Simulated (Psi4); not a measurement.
F₂, singlet, at a GFN2-xTB geometry; Psi4 1.11 with MP2/6-31G*.

Psi4 was given this input:
```
memory 2 GB

molecule mol {
0 1
F    -0.000000   -0.000000   -0.701582
F     0.000000    0.000000    0.701582
}

set {
  basis 6-31g*
  reference rhf
  freeze_core true
}

energy('mp2')
print_variables()
```

The log (banner, timings and long lists left out):

```
    SCF Algorithm Type (re)set to DF.

   => Loading Basis Set <=

    Name: 6-31G*
    Role: ORBITAL
    Keyword: BASIS

         ---------------------------------------------------------
                                   SCF
               by Justin Turney, Rob Parrish, Andy Simmonett
                          and Daniel G. A. Smith
                              RHF Reference
         ---------------------------------------------------------

  ==> Geometry <==

    Molecular point group: d2h
    Full point group: D_inf_h

    Geometry (in Angstrom), charge = 0, multiplicity = 1:

       Center              X                  Y                   Z               Mass
    ------------   -----------------  -----------------  -----------------  -----------------
         F            0.000000000000     0.000000000000    -0.701582000000    18.998403162730
         F            0.000000000000     0.000000000000     0.701582000000    18.998403162730

  Running in d2h symmetry.

  Rotational constants: A = ************  B =      0.90135  C =      0.90135 [cm^-1]
  Rotational constants: A = ************  B =  27021.73483  C =  27021.73483 [MHz]
  Nuclear repulsion =   30.547643799491720

  Charge       = 0
  Multiplicity = 1
  Electrons    = 18
  Nalpha       = 9
  Nbeta        = 9

  ==> Algorithm <==

  SCF Algorithm Type is DF.
  DIIS enabled.
  MOM disabled.
  Fractional occupation disabled.
  Guess Type is SAD.
  Energy threshold   = 1.00e-08
  Density threshold  = 1.00e-08
  Integral threshold = 1.00e-12

  ==> Primary Basis <==

  Basis Set: 6-31G*
    Blend: 6-31G*
    Number of shells: 12
    Number of basis functions: 30
    Number of Cartesian functions: 30
    Spherical Harmonics?: false
    Max angular momentum: 2

   => Loading Basis Set <=

    Name: (6-31G* AUX)
    Role: JKFIT
    Keyword: DF_BASIS_SCF

  ==> Integral Setup <==

  SCF_SUBTYPE=INCORE selected. In-core MEM_DF algorithm will be used.
  Using in-core AOs.

  ==> MemDFJK: Density-Fitted J/K Matrices <==

    J tasked:                   Yes
    K tasked:                   Yes
    wK tasked:                   No
    Algorithm:                 Core
    Schwarz Cutoff:           1E-12
    Mask sparsity (%):       0.0000
    Fitting Condition:        1E-10

   => Auxiliary Basis Set <=

  Basis Set: (6-31G* AUX)
    Blend: CC-PVDZ-JKFIT
    Number of shells: 48
    Number of basis functions: 162
    Number of Cartesian functions: 162
    Spherical Harmonics?: false
    Max angular momentum: 3

  Minimum eigenvalue in the overlap matrix is 9.3018557050E-03.
  Reciprocal condition number of the overlap matrix is 2.5206996776E-03.
    Using symmetric orthogonalization.

  ==> Pre-Iterations <==

  SCF Guess: Superposition of Atomic Densities via on-the-fly atomic UHF (no occupation information).

   -------------------------
    Irrep   Nso     Nmo
   -------------------------
     Ag         8       8
     B1g        1       1
     B2g        3       3
     B3g        3       3
     Au         1       1
     B1u        8       8
     B2u        3       3
     B3u        3       3
   -------------------------
    Total      30      30
   -------------------------

  ==> Iterations <==

                           Total Energy        Delta E     RMS |[F,P]|

   @DF-RHF iter SAD:  -198.03998383246997   -1.98040e+02   0.00000e+00
   @DF-RHF iter   1:  -198.65255518743393   -6.12571e-01   1.84168e-02 ADIIS/DIIS
   @DF-RHF iter   2:  -198.67320296496848   -2.06478e-02   4.78315e-03 ADIIS/DIIS
   @DF-RHF iter   3:  -198.67442439457611   -1.22143e-03   1.09025e-03 ADIIS/DIIS
   @DF-RHF iter   4:  -198.67452322443776   -9.88299e-05   2.56840e-04 ADIIS/DIIS
   @DF-RHF iter   5:  -198.67452893275689   -5.70832e-06   3.68403e-05 DIIS
   @DF-RHF iter   6:  -198.67452905753200   -1.24775e-07   1.90029e-06 DIIS
   @DF-RHF iter   7:  -198.67452905782423   -2.92232e-10   2.38413e-07 DIIS
   @DF-RHF iter   8:  -198.67452905782903   -4.80327e-12   1.13025e-08 DIIS
[...]

[...]
    Virtual:

[...]
    Final Occupation by Irrep:
             Ag   B1g   B2g   B3g    Au   B1u   B2u   B3u
    DOCC [     3,    0,    1,    1,    0,    2,    1,    1 ]
    NA   [     3,    0,    1,    1,    0,    2,    1,    1 ]
    NB   [     3,    0,    1,    1,    0,    2,    1,    1 ]

  @DF-RHF Final Energy:  -198.67452905782892

   => Energetics <=

    Nuclear Repulsion Energy =             30.5476437994917198
    One-Electron Energy =                -338.9156721824717238
    Two-Electron Energy =                 109.6934993251510804
    Total Energy =                       -198.6745290578289200

Computation Completed

Properties will be evaluated at   0.000000,   0.000000,   0.000000 [a0]

Properties computed using the SCF density matrix

 Multipole Moments:

 ------------------------------------------------------------------------------------
     Multipole            Electronic (a.u.)      Nuclear  (a.u.)        Total (a.u.)
 ------------------------------------------------------------------------------------

 L = 1.  Multiply by 2.5417464519 to convert [e a0] to [Debye]
 Dipole X            :          0.0000000            0.0000000            0.0000000
 Dipole Y            :          0.0000000            0.0000000            0.0000000
 Dipole Z            :          0.0000000            0.0000000            0.0000000
 Magnitude           :                                                    0.0000000

 ------------------------------------------------------------------------------------

  //>>>>>>>>>>>>>>>>>>>>>>>>>>>>>>>>>>>//
  //               DFMP2               //
  //<<<<<<<<<<<<<<<<<<<<<<<<<<<<<<<<<<<//

   => Loading Basis Set <=

    Name: (6-31G* AUX)
    Role: RIFIT
    Keyword: DF_BASIS_MP2

	 --------------------------------------------------------
	                          DF-MP2
	      2nd-Order Density-Fitted Moller-Plesset Theory

	        Rob Parrish, Justin Turney, Andy Simmonett,
	           Ed Hohenstein, and C. David Sherrill
	 --------------------------------------------------------

   => Auxiliary Basis Set <=

  Basis Set: (6-31G* AUX)
    Blend: CC-PVDZ-RI
    Number of shells: 36
    Number of basis functions: 112
    Number of Cartesian functions: 132
    Spherical Harmonics?: true
    Max angular momentum: 3

	 --------------------------------------------------------
	                 NBF =    30, NAUX =   112
	 --------------------------------------------------------
	   CLASS    FOCC     OCC    AOCC    AVIR     VIR    FVIR
	   PAIRS       2       9       7      21      21       0
	 --------------------------------------------------------

	-----------------------------------------------------------
	 ==================> DF-MP2 Energies <====================
	-----------------------------------------------------------
	 Reference Energy          =    -198.6745290578289200 [Eh]
	 Singles Energy            =      -0.0000000000000000 [Eh]
	 Same-Spin Energy          =      -0.0969724103369687 [Eh]
	 Opposite-Spin Energy      =      -0.2634026332580415 [Eh]
	 Correlation Energy        =      -0.3603750435950103 [Eh]
	 Total Energy              =    -199.0349041014239333 [Eh]
	-----------------------------------------------------------
	 ================> DF-SCS-MP2 Energies <==================
	-----------------------------------------------------------
	 SCS Same-Spin Scale       =       0.3333333333333333 [-]
	 SCS Opposite-Spin Scale   =       1.2000000000000000 [-]
	 SCS Same-Spin Energy      =      -0.0323241367789896 [Eh]
	 SCS Opposite-Spin Energy  =      -0.3160831599096498 [Eh]
	 SCS Correlation Energy    =      -0.3484072966886393 [Eh]
	 SCS Total Energy          =    -199.0229363545175545 [Eh]
	-----------------------------------------------------------

  Variable Map:
  ----------------------------------------------------------------------------
[...]
  Array Variable Map:
  ----------------------------------------------------------------------------
[...]
[...]
```
